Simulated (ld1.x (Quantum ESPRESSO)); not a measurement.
Transferability test, TM potential for gallium (Ga)

* Element: gallium (Ga)
* Generator: ld1.x (Quantum ESPRESSO) 7.5
* Type: norm-conserving Troullier–Martins (Kleinman–Bylander form)
* Functional: PBE
* Relativity: scalar-relativistic
* Frozen core: [Ar] 3d10
* Valence charge: 3
* Reference configuration: 4s2 4p0 (charge +1)
* Partial waves: 4s (bound): rc 1.80 bohr; 4p (bound, empty): rc 2.10 bohr; 4d channel at 0.45 Ry: rc 1.65 bohr
* Local potential: the d channel
* Core correction: none

Energies are relative to the spin-unpolarised reference configuration 4s2 4p0; without spin polarisation the order of configurations can differ from experiment. The frozen-core shift is the all-electron ΔE with the core orbitals held at their reference shape minus the fully relaxed ΔE.

(1) Give the all-electron excitation energy and the error of the potential for: 4s2 4p1; 4s1 4p0; 4s2 4p0.5; 4s1 4p2; 4s1 4p1; 4s2 4p1.3; 4s0 4p3.

Levels in the configuration 4s2 4p1.3:

```
level  all-electron (eV)  pseudo (eV)
   4s             -7.153       -7.156
   4p             -1.022       -1.050
```

Note: ghost states, extra bound levels that the all-electron valence spectrum of the same l lacks: s at -704.3 eV, p at -328.8 eV. A true bound ghost makes a file unfit for plane-wave use.

## Answers

(1)

```json
{"valence configuration": "4s2 4p1", "charge": "0", "ΔE all-electron (eV)": "-5.688", "error AE − PS (meV)": "+26", "frozen-core shift (meV)": "+11"}
{"valence configuration": "4s1 4p0", "charge": "+2", "ΔE all-electron (eV)": "21.128", "error AE − PS (meV)": "+72", "frozen-core shift (meV)": "+118"}
{"valence configuration": "4s2 4p0.5", "charge": "+0.5", "ΔE all-electron (eV)": "-3.658", "error AE − PS (meV)": "+9.7", "frozen-core shift (meV)": "+4.1"}
{"valence configuration": "4s1 4p2", "charge": "0", "ΔE all-electron (eV)": "0.850", "error AE − PS (meV)": "+70", "frozen-core shift (meV)": "+5.0"}
{"valence configuration": "4s1 4p1", "charge": "+1", "ΔE all-electron (eV)": "7.372", "error AE − PS (meV)": "+30", "frozen-core shift (meV)": "+19"}
{"valence configuration": "4s2 4p1.3", "charge": "-0.3", "ΔE all-electron (eV)": "-6.222", "error AE − PS (meV)": "+36", "frozen-core shift (meV)": "+14"}
{"valence configuration": "4s0 4p3", "charge": "0", "ΔE all-electron (eV)": "7.683", "error AE − PS (meV)": "+170", "frozen-core shift (meV)": "+36"}
```

ld1.x printed “convergence not achieved” for 1 of the counted tests; its residual had stalled under 1e-8, short of the target of 1e-14.
